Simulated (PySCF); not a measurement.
**Checking a proposed structure**

A compound C₄H₁₄Si₄ gives the data below (simulated from a calculation) and was assigned the structure `C1CC([SiH]2[SiH2][SiH2][SiH2]2)C1`.

¹³C{¹H} NMR (computed): δ 118.1 (C), 82.6 (C), 6.1 (CH3), -2.9 (CH3).

¹H NMR (300 MHz, computed): δ 4.58 (m, 1H), 3.68 (d, 3H), 3.68 (d, 3H), 3.04 (m, 1H), 1.97 (s, 3H), 0.41 (d, 3H).

Computed data (PySCF 2.14): shielding tensors at PBE0/pcSseg-1 (GIAO), geometry: PBE0-D3(BJ)/def2-SVP. No relativistic terms, one conformer, in vacuum, fast rotation and ring inversion assumed for equivalent nuclei.

Referencing at the same level of theory: ¹H, ¹³C against TMS.

**Question.** Compare with the shifts computed for the proposed structure, pairing carbons in order of shift.

**Answer.** Numbering as in the mapped SMILES `[CH2:1]1[CH2:2][CH:3]([SiH:4]2[SiH2:5][SiH2:6][SiH2:7]2)[CH2:8]1`. Hydrogens are named by the atom that carries them.

| atom | computed for proposal | given list | difference |
| --- | --- | --- | --- |
| C2 | 29.6 | 118.1 | -88.5 |
| C8 | 29.6 | 82.6 | -53.0 |
| C1 | 26.6 | 6.1 | +20.5 |
| C3 | 19.0 | -2.9 | +21.9 |

The rms difference is 53.7 ppm and the largest -88.5 ppm at C2 (sp3 CH2 in a ring). The proposal also would give 3 carbon signals, not 4. The carbon types in order of shift don't match either: CH2, CH2, CH2, CH for the proposal against C, C, CH3, CH3 in the data. The proposal doesn't fit.

**Question.** Which isomer fits?

**Answer.** `InChI=1S/C4H14Si4/c1-3-4-7(2)8(5)6/h7-8H,1-2,5-6H3/t7-/m0/s1`.

1. Carbon types of the structure: 2 × C, 2 × CH3, leaving 8 H on heteroatoms.
2. δC 118.1, 82.6: alkyne carbon.
3. δC 6.1: propargylic methyl carbon; a saturated carbon with 1 carbon neighbour and no heteroatom attached.
4. δC -2.9: methyl carbon bonded to Si; an electropositive neighbour leaves it electron-rich and shielded.
5. δH 0.41: hydrogen on a methyl carbon bonded to Si; an electropositive neighbour shields it, as in TMS itself.

The shifts were computed for this structure.

Shifts are as computed. Against solution values, carbons near 30 ppm lie about +2 ppm off and those near 130 ppm about +5 ppm. Of 1309 compounds with measured shifts, 239 miss one by over three times the rms of a fit or turn the order of signals round; such compounds aren't used in these exercises. Multiplicities follow the n + 1 count of equivalent neighbours, as no J values were calculated; m marks all less simple cases, F and P coupling included.
